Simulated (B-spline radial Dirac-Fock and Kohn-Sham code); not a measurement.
# Photoionisation of zirconium ions at W Kα (59318.2 eV)

These are calculated numbers from an atomic code on a B-spline grid; the model is the independent-particle Dirac-Slater model, thresholds from Dirac-Fock. Cross sections in kb; a dash marks an empty subshell or a threshold above the photon energy.

```
 ion      configuration   total    2p1/2    2p3/2     3d3/2       4s     4d5/2
  Zr       [Kr] 4d2 5s2  0.5417  0.00498  0.00761  2.02e-05  0.00119  3.64e-07
Zr³⁺           [Kr] 4d1  0.5416  0.00498  0.00761  2.03e-05  0.00122  2.53e-07
Zr⁴⁺  [Ar] 3d10 4s2 4p6  0.5417  0.00498  0.00761  2.03e-05  0.00125         –
```
